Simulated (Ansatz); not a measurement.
Gas-phase electronic energies from Ansatz, PBE0-D4/def2-TZVP geometries. CBS: MP2 limit from def2 TZ/QZ plus the TZ coupled-cluster correction, frozen cores. This one scheme is used for every species. DFT in def2-TZVPP. B3LYP here is the variant with VWN-RPA as its local correlation; programs differ in this. def2 core potentials past Kr. For Br, In outer-core shells are correlated without core-valence functions, which leaves a few kJ/mol of doubt a bond. Scalar relativity is left out up to krypton. Each species was taken in one conformer, which may not be the lowest.

Consider the ligand exchange at the In–N bond: `C[N](C)[In]([CH3])[Br]` + HCl → `[CH3][In]([Cl])[Br]` + dimethylamine.

`C[N](C)[In]([CH3])[Br]`:

Cartesian coordinates in Å:
```
C -1.407 1.048 -0.145
N -0.253 0.386 -0.691
C -0.054 0.656 -2.090
In 0.939 -0.790 0.408
C 0.810 -1.306 2.470
Br 2.783 -1.695 -0.999
H -1.335 2.142 -0.245
H -2.333 0.740 -0.655
H -1.530 0.825 0.918
H 0.829 0.137 -2.467
H 0.081 1.732 -2.278
H -0.918 0.329 -2.690
H 0.580 -2.368 2.557
H 1.773 -1.114 2.944
H 0.034 -0.723 2.965
```

HCl:

Cartesian coordinates in Å:
```
Cl -0.505 -0.201 0.336
H 0.505 0.201 -0.336
```

`[CH3][In]([Cl])[Br]`:

Cartesian coordinates in Å:
```
C 0.756 0.500 0.696
In -0.651 -0.415 -0.612
Cl -2.168 0.794 -1.895
Br -0.891 -2.842 -0.950
H 1.604 -0.167 0.838
H 1.080 1.448 0.268
H 0.270 0.682 1.655
```

`CNC`:

Z-matrix (Å, degrees):
```
C
N 1 1.445
H 1 1.094 2 109.4
H 1 1.092 2 110.0 3 117.9
H 1 1.104 2 114.0 3 -120.2
C 2 1.445 1 112.8 3 65.3
H 2 1.011 1 109.8 3 -171.9
H 6 1.104 2 114.0 1 54.9
H 6 1.094 2 109.4 1 -65.3
H 6 1.092 2 110.0 1 176.8
```

```tsv
level	ΔE (kcal/mol)	difference from CCSD(T)/CBS
revPBE-D4	-25.3	-1.5
B97M-V	-28.1	-4.3
PBE0-D4	-27.1	-3.3
r2SCANh-D4	-27.4	-3.6
r2SCAN0-D4	-28.1	-4.3
BHLYP-D4	-28.7	-4.9
B2PLYP	-26.7	-2.9
r2SCAN	-27.4	-3.6
PBE0	-28.5	-4.7
B3LYP	-28.9	-5.1
r2SCAN0	-28.8	-5.0
LC-ωPBE	-27.2	-3.4
CCSD/def2-SVP	-26.1	-2.3
CCSD(T)/def2-SVP	-24.9	-1.1
SCS-MP2/def2-QZVPP	-24.4	-0.6
HF/CBS(def2)	-34.5	-10.7
CCSD(T)/CBS	-23.8	0
```

Largest T1 diagnostic among the species: 0.013.

From BLYP to BHLYP (50 % exact exchange), in def2-TZVPP and without D4, ΔE moves by −2.7 kcal/mol. The D4 term adds +2.4 kcal/mol with B3LYP and +1.4 kcal/mol with PBE0; it sums over pairs of atoms, weighted by their polarisabilities, and B3LYP, whose exchange is more repulsive, gets the larger term.
